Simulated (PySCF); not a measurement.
**How the method changes the constants of HI⁻**

State: ²Σ⁺ (doublet), unpaired electrons σ ↑. Set-up: H def2-SVPD, I def2-SVPD with ECP28; scalar-relativistic core potentials (PySCF 2.14). De refers to H + I⁻ in their ground configurations, without counterpoise correction. The functionals are run spin-unrestricted. A positive dipole points towards I; it is taken about the centre of mass and depends on that origin. Levels whose curve was spin-contaminated or gave no clean fit are not listed.

```csv
Level,Re (Å),ωe (cm⁻¹),De (eV),μ (D),"CPU s a point (SCF and correlation, without the integrals)"
UHF-CCSD,2.629,342,0.098,n/a,n/a
UHF-CCSD(T),2.599,370,0.115,n/a,4.7
PBE,2.391,538,0.287,2.22,0.47
PBEsol,2.329,595,0.371,2.22,0.34
r²SCAN,2.447,527,0.359,2.06,0.64
M06-L,2.477,510,0.225,2.57,0.69
PBE0,2.420,517,0.203,2.03,0.67
CAM-B3LYP,2.461,522,0.251,2.04,0.68
B2PLYP,2.526,454,0.181,1.73,0.42
```

Which functional lies closest to UHF-CCSD(T) in De, which farthest, and by how much do they differ from it?

Closest is B2PLYP (-7.3 pm in Re, +22.7 % in ωe, +0.07 eV in De against UHF-CCSD(T) in the same basis), farthest PBEsol (-27.0 pm in Re, +60.8 % in ωe, +0.26 eV in De). CCSD(T) converges more slowly with the basis than the functionals do and binds too weakly in this one, so the order can change at the basis-set limit.

What does the step from GGA to meta-GGA do here, going from PBE to r²SCAN?

r²SCAN less PBE: +5.6 pm in Re, -2.0 % in ωe, +0.07 eV in De. 

What does the triples do here, going from UHF-CCSD to UHF-CCSD(T)?

UHF-CCSD(T) less UHF-CCSD: -3.0 pm in Re, +8.2 % in ωe, +0.02 eV in De. Correlation nearly always deepens the well. The bond shortens, as in weak, metallic or heavy-atom bonds, where dispersion and the correlation of outer-core electrons pull the atoms together.

Correlated steps freeze 4 core orbitals. The bond is weak. Basis-set superposition, not corrected here, can be much of De in a small basis, most of all at correlated wavefunction levels. Spin–orbit coupling is left out. For an ion De counts to the pair picked by the measured ionisation energies or electron affinities, which need not be the lowest pair at this level. The highest Kohn–Sham level is positive in this anion. Much of that is self-interaction error, but it also means that the finite basis helps to hold the extra electron. B2PLYP dipoles, levels and charges come from its SCF part alone. The state was picked by a PBE0 search and need not be the measured ground state.

The whole job (state search and all levels along the bond) took about 1.9 min on 1 thread of Arm Neoverse V1 (shared host), peak memory 0.55 GiB.
